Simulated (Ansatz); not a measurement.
Input for Ansatz (a quantum-chemistry and plane-wave program): U-CCSD(T)/cc-pVTZ on Br2, a point of a bond scan (R = 3.474 Å). The run froze 28 orbitals, filled d shells among them.

Ansatz 0.2 input:
```yaml
crystal:
  periodic: [false, false, false]
  atoms:
    - {symbol: Br, position_ang: [-0.00000000, -0.00000000, -1.15786913]}
    - {symbol: Br, position_ang: [0.00000000, 0.00000000, 2.31573826]}
basis:
  gaussian:
    orbitals: cc-pVTZ
correlation: {method: ccsd_t, electrons: outside_noble_gas}
scf: {omitted_lower_state_checks: [cluster_reference]}
magnetization: {spin_polarized: true, initial_magnetization: 0}
```

Output:

```
WARN ansatz: RAYON_NUM_THREADS=2 ignored (pool sized by the plan → 2); use --threads N
Functional definition: HF
these checks for a lower state are left out or cut short: cluster_reference
integrals: 0.11 GiB planned
554 factors; integrals over basis functions are off by at most 1.2e-3 eV
mean field: 0.40 GiB planned
mean field evaluation 1: about -139996.6538 eV, gradient 5.1e0 eV
mean field evaluation 2: about -139996.6603 eV, gradient 5.1e0 eV
mean field evaluation 4: about -139996.8896 eV, gradient 5.6e-1 eV
mean field evaluation 8: about -139996.8917 eV, gradient 9.0e-4 eV
mean field evaluation 16: about -139996.9896 eV, gradient 6.9e-1 eV
mean field evaluation 32: about -139999.5689 eV, gradient 2.3e-2 eV
mean field evaluation 64: about -139996.6536 eV, gradient 5.1e0 eV
mean field evaluation 96: about -139996.6776 eV, gradient 3.4e-1 eV
mean field evaluation 128: about -139997.0690 eV, gradient 1.3e-2 eV
mean field evaluation 160: about -139999.5273 eV, gradient 9.7e-1 eV
mean field evaluation 192: about -139999.5606 eV, gradient 1.9e-1 eV
mean field evaluation 224: about -139999.5684 eV, gradient 1.7e-1 eV
mean field evaluation 256: about -139999.5686 eV, gradient 1.5e-1 eV
mean field evaluation 288: about -139999.5292 eV, gradient 2.2e-1 eV
mean field evaluation 320: about -139999.5380 eV, gradient 3.0e-1 eV
mean field evaluation 352: about -139999.5683 eV, gradient 2.4e-1 eV
mean field evaluation 384: about -139996.8917 eV, gradient 5.0e-5 eV
mean field -139999.56887645 eV, -5144.8892610935 hartree, gradient 5.7e-6 eV, S^2 0.993446; 19 other end points of the search recorded, 0 dependent functions left out
28 core orbitals not correlated
reference -139999.56887645 eV, -5144.8892610935 hartree; 7, 7 occupied and 51, 51 virtual orbitals, 554 factors
second order -7.34776205 eV of doubles, -0.00000000 eV of singles
coupled cluster: 0.21 GiB planned
cycle   1  -8.17042976 eV  change   -8.2e-1 eV  update   5.6e-2
cycle   2  -8.39966482 eV  change   -2.3e-1 eV  update   1.8e-2
cycle   3  -8.41355231 eV  change   -1.4e-2 eV  update   7.9e-3
cycle   4  -8.41314960 eV  change    4.0e-4 eV  update   4.8e-3
cycle   5  -8.41392155 eV  change   -7.7e-4 eV  update   3.7e-3
cycle   6  -8.41579063 eV  change   -1.9e-3 eV  update   2.1e-3
cycle   7  -8.41657638 eV  change   -7.9e-4 eV  update   1.4e-3
cycle   8  -8.41671931 eV  change   -1.4e-4 eV  update   1.0e-3
cycle   9  -8.41669917 eV  change    2.0e-5 eV  update   8.7e-4
cycle  10  -8.41684964 eV  change   -1.5e-4 eV  update   8.5e-4
cycle  11  -8.41719491 eV  change   -3.5e-4 eV  update   8.3e-4
cycle  12  -8.41729991 eV  change   -1.1e-4 eV  update   7.6e-4
cycle  13  -8.41732384 eV  change   -2.4e-5 eV  update   6.8e-4
cycle  14  -8.41752160 eV  change   -2.0e-4 eV  update   5.8e-4
cycle  15  -8.41821580 eV  change   -6.9e-4 eV  update   4.3e-4
cycle  16  -8.41838891 eV  change   -1.7e-4 eV  update   2.4e-4
cycle  17  -8.41830829 eV  change    8.1e-5 eV  update   1.4e-4
cycle  18  -8.41832440 eV  change   -1.6e-5 eV  update   8.6e-5
cycle  19  -8.41833185 eV  change   -7.4e-6 eV  update   5.8e-5
cycle  20  -8.41834578 eV  change   -1.4e-5 eV  update   3.4e-5
cycle  21  -8.41833503 eV  change    1.1e-5 eV  update   2.1e-5
cycle  22  -8.41832687 eV  change    8.2e-6 eV  update   1.2e-5
cycle  23  -8.41831957 eV  change    7.3e-6 eV  update   7.9e-6
coupled cluster: 0.21 GiB planned
perturbative correction -0.26123636 eV, -0.0096002591 hartree
WARN: the results are in doubt because among natural orbitals the method converges to other amplitudes
Total energy: -140008.24843238 eV, -5145.2082288908 hartree
In doubt: among natural orbitals the method converges to other amplitudes
Checks for a lower state left out: cluster_reference
```

The calculation finished and met its thresholds. Its determinant has ⟨S²⟩ = 0.99, a mixture of spin states.

Warnings raised: other amplitudes.

Cost: roughly 50 core-seconds.
